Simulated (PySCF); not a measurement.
# Boron: a sound run and one with changed settings

Sound run: B+ [He] 2s2, B(2+) [He] 2s1. Calculation: PySCF 2.14, in x2c-SVPall; the spin-free X2C one-electron Hamiltonian (Gaussian nucleus). The sound run starts from symmetry-adapted Hartree-Fock orbitals and uses a fine grid where one is needed.

Changed run: initial guess 1e, at most 2 SCF cycles. This setting is unsound on purpose.

```json
{"species": "B+", "method": "UHF", "sound run (hartree)": "-24.20870", "changed run (hartree)": "-24.20824", "converged": "no"}
{"species": "B+", "method": "B3LYP", "sound run (hartree)": "-24.31760", "changed run (hartree)": "-24.31760", "converged": "no"}
{"species": "B+", "method": "M06-2X", "sound run (hartree)": "-24.31652", "changed run (hartree)": "-24.31651", "converged": "no"}
{"species": "B(2+)", "method": "UHF", "sound run (hartree)": "-23.35365", "changed run (hartree)": "-23.35351", "converged": "no"}
{"species": "B(2+)", "method": "B3LYP", "sound run (hartree)": "-23.41234", "changed run (hartree)": "-23.41234", "converged": "no"}
{"species": "B(2+)", "method": "M06-2X", "sound run (hartree)": "-23.41105", "changed run (hartree)": "-23.41104", "converged": "no"}
```

The SCF was stopped early; the energies are upper bounds that still move, and correlated levels were skipped or rest on poor orbitals.
